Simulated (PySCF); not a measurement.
## Worked example: oscillator strength and radiative lifetime

C₂H₄AlNO₂, SMILES [O]([AlH][N]=C=O)C.

Geometry: PBE-D3(BJ)/def2-SVP. The structure was generated by enumeration; whether it is a known compound was not checked. One conformer was computed; it need not be the lowest.

PySCF with TDA-PBE0/def2-SVPD puts the first singlet state with f over 0.02 at 6.37 eV (vertical), with the transition dipole (0.283, 0.689, 0.000) in atomic units.

Question: Find the oscillator strength, the wavelength and the radiative lifetime that this transition would have in vacuum if emission retraced absorption.

Answer: 
|μ|² = 0.5548 au, so |μ| = 1.89 D. ΔE = 6.37/27.211 = 0.2341 hartree. f = (2/3) ΔE |μ|² = 0.087 (the program prints 0.087).
λ = 1239.84/6.37 = 195 nm; ν = 51377 cm⁻¹.
Einstein's coefficient A = 0.6670 ν² f s⁻¹ (ν in cm⁻¹) = 1.5e8 s⁻¹, so τ = 1/A = 6.6 ns. This state is S2; the lower singlet has f = 0.000. The figure is the radiative limit of this one transition; relaxation, internal conversion, crossing to triplets and a medium change what is measured.
